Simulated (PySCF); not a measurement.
## C₆ coefficients of unlike pairs at UHF

Calculated with PySCF 2.14 from the dipole response of each species, C₆(A,B) = (3/π) ∫ α_A(iu) α_B(iu) du, in atomic units, from isotropic polarisabilities. For ions this is the dispersion term alone; charge-induced terms of lower order in 1/R come first.

| species | configuration | basis | relativity | α (bohr³) | C₆ (like pair) |
| --- | --- | --- | --- | --- | --- |
| P⁺ | [Ne] 3s2 3p2 (3P) | aug-cc-pV(T+d)Z (6s5p4d2f) | none | 14.51 | 75.34 |
| Tl²⁺ | [Xe] 4f14 5d10 6s1 (2S) | aug-cc-pVQZ-PP with one added diffuse shell each of s, p, d, f, g type with ECP60MDF (8s8p6d4f3g) | core potential | 14.64 | 86.97 |
| Ar⁺ | [Ne] 3s2 3p5 (2P) | aug-cc-pVQZ-DK (7s6p4d3f2g) | spin-free X2C | 6.756 | 30.39 |
| Mn⁺ | [Ar] 3d5 4s1 (7S) | def2-TZVPPD (6s6p4d2f1g) | none | 40.51 | 218.8 |

Question: Estimate C₆ for Ar⁺ with P⁺.

Answer: The integral gives 45.80. The combination rule 2 C_A C_B / (C_A α_B/α_A + C_B α_A/α_B) gives 45.64 and the geometric mean 47.85.

No spin-orbit coupling is included.

The other pairs:

```csv
pair,C₆
"Ar⁺, Tl²⁺",50.72
"Mn⁺, Ar⁺",65.81
"Mn⁺, Tl²⁺",121.9
"Tl²⁺, P⁺",79.25
"Mn⁺, P⁺",117.8
```
